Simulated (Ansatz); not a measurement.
The first iterations of a band of C2H3BCl2 (8 atoms, charge 0, multiplicity 1).

Theory: RKS PBE0-D4/cc-pVDZ (Ansatz).

```json
{
  "movable images": "9",
  "climbing image": "yes",
  "spring": "5.0 eV/Å²",
  "optimiser": "quadratic models (default)",
  "start path": "IDPP",
  "force threshold": "0.05 eV/Å",
  "iteration limit": "60",
  "end points": "relaxed"
}
```

Initial state:

```xyz
8
Properties=species:S:1:pos:R:3
C 0.486 0.928 0.805
C -0.059 -0.260 0.499
B -0.367 -0.699 -0.945
Cl -1.081 -2.278 -1.253
Cl -0.026 0.334 -2.332
H 0.697 1.222 1.837
H 0.740 1.651 0.023
H -0.298 -0.956 1.311
```

Final state:

```xyz
8
Properties=species:S:1:pos:R:3
C 0.492 0.925 0.804
C -0.062 -0.259 0.499
B -0.370 -0.697 -0.945
Cl -0.016 0.330 -2.332
Cl -1.100 -2.270 -1.252
H 0.704 1.219 1.837
H 0.754 1.644 0.021
H -0.310 -0.951 1.312
```

| iteration | highest image above the first end (eV) | largest band force component (eV/Å) |
| --- | --- | --- |
| 1 | 0.338 | 0.809 |
| 2 | 0.308 | 0.745 |

Question: Does the band converge within its limit, and where does its top end?

Answer: It converged. It ended after 7 iterations with the highest image 0.279 eV above the first end. A vibrational analysis at the climbing image gives one clearly imaginary mode, 141i cm⁻¹: a first-order saddle point.

The run took 3.1 min on 2 threads of Arm Neoverse V1, with other jobs on the host, peak memory 0.22 GiB.
